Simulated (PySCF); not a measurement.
# Continuum solvent and chemical shifts

Atoms are numbered as in `[CH3:1][CH2:2][CH2:3][CH2:4][C:5]([F:6])=[C:7]([F:8])[F:9]`; H(Xn) means a hydrogen on atom n.

GIAO PBE0/pcSseg-1 in PySCF on one PBE0-D3(BJ)/def2-SVP conformer, non-relativistic, equivalent nuclei averaged. Solvents enter as an IEF-PCM continuum (chloroform with ε = 4.7, water with ε = 78.4) around the gas-phase geometry. Shifts are referred to TMS, CFCl3 computed in the same medium.

In chloroform, δ in ppm: C7 162.2, C5 137.5, C3 32.9, C4 30.4, C2 26.9, C1 16.7, F9 -109.9, F8 -126.2, F6 -189.1, H(C4) 2.21, H(C3) 1.36, H(C2) 1.26, H(C1) 1.06. Dipole moment 2.30 D.

Problem. How does each δ change in the more polar medium?

Solution. 
```csv
atoms,environment,"Δδ, water"
C7,fully substituted alkene carbon,+0.3
C5,fully substituted alkene carbon,+0.8
C3,sp3 CH2,+0.2
C4,allylic sp3 CH2,+0.2
C2,sp3 CH2,+0.1
C1,methyl carbon,+0.1
F9,vinylic fluorine,-0.5
F8,vinylic fluorine,+0.5
F6,vinylic fluorine,-0.1
H(C4),hydrogen on an allylic sp3 CH2,+0.05
H(C3),hydrogen on an sp3 CH2,-0.01
H(C2),hydrogen on an sp3 CH2,+0.02
H(C1),hydrogen on a methyl carbon,-0.01
```

Changes are relative to chloroform. The dipole moment becomes 2.40 D in water.

Problem. Which nuclei move most (in ppm), and what does the model miss?

Solution. C5 (fully substituted alkene carbon, +0.8 ppm) in water. A continuum only polarises the solute; specific hydrogen bonds, the anisotropy of aromatic solvents and changes of geometry or conformer are outside it.
